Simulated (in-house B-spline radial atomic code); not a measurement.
A fraction x of an electron is moved 3d → 4d in Ru5+, starting from [Kr] 4d3 and keeping the highest spin. Method: scalar-relativistic (X2C) RPBE, spin-polarised, spherical fractional occupations, Fermi nucleus of rms radius 4.4809 fm. Calculated with a B-spline radial code for spherical atoms.

| x | E(x) - E(0) (eV) | 3d down level (eV) | 4d up level (eV) |
| --- | --- | --- | --- |
| 0 | 0.0000 | -343.706 | -68.769 |
| 0.125 | 34.5068 | -346.402 | -69.229 |
| 0.25 | ? | ? | ? |
| 0.375 | 104.3585 | -351.781 | -70.142 |
| 0.5 | 139.7028 | -354.465 | -70.596 |
| 0.625 | ? | ? | ? |
| 0.75 | 211.2271 | -359.821 | -71.498 |
| 0.875 | 247.4064 | -362.492 | -71.946 |
| 1 | 283.8634 | -365.159 | -72.393 |

What belongs in the row x = 0.25?

An energy change of 69.2931 eV; 3d down at -349.094 eV, 4d up at -69.686 eV.

What belongs in the row x = 0.625?

An energy change of 175.3258 eV; 3d down at -357.145 eV, 4d up at -71.048 eV.

Check Janak's theorem between x = 0.375 and 0.5.

The slope of the energy is 282.75 eV; the orbital levels give 282.75 eV (ε of the receiving orbital less ε of the emptying one, averaged over the two points).
